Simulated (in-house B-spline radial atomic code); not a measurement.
A run on an ion of nuclear charge 26 with 26.6 electrons that did not converge. Method: scalar-relativistic (X2C) BHandHLYP, spin-polarised, spherical fractional occupations, Fermi nucleus of rms radius 3.7377 fm; computed with an all-electron radial atomic-structure program (B-spline basis).

Command:
```bash
python run_scf.py task.json out
```
Settings (nuclear radius in fm, mass in u):
```
Z                26
configuration    [Ar] 3d6.6 4s2
hamiltonian      x2c
method           bhandhlyp
spin_polarised   True
nucleus          fermi
rms_radius       3.7377
atomic_mass      55.93494
speed_of_light   137.035999084
```

First and last ten iterations of the last attempt (damped for 15 steps, keeping 80 % of the old Fock matrix, then DIIS):
```
 iter        energy (Eh)    residual
    1       -1259.615760    3.96e-01
    2       -1262.367086    5.56e-01
    3       -1267.000464    3.88e-01
    4       -1269.661304    2.51e-01
    5       -1271.103640    1.50e-01
    6       -1271.834416    9.55e-02
    7       -1272.179374    6.86e-02
    8       -1272.333156    4.99e-02
    9       -1272.400854    3.56e-02
   10       -1272.432714    2.50e-02
  111       -1272.006963    5.40e-02
  112       -1272.006931    5.42e-02
  113       -1272.008908    5.41e-02
  114       -1272.003597    5.44e-02
  115       -1272.003726    5.44e-02
  116       -1272.000906    5.45e-02
  117       -1272.002698    5.44e-02
  118       -1272.442912    1.62e-02
  119       -1272.442318    1.64e-02
  120       -1272.025068    5.38e-02
 not converged after 120 iterations
```

The smallest residual met was 1.6e-02; the threshold is about 3e-07. No energy from this run should be used. The likely cause: this method binds the added charge weakly or not at all at the basis-set limit, so charge moves back and forth between the atom and the box. Run time, properties included: 5.8 s on 1 thread of Arm Neoverse N1, with other jobs on the host.
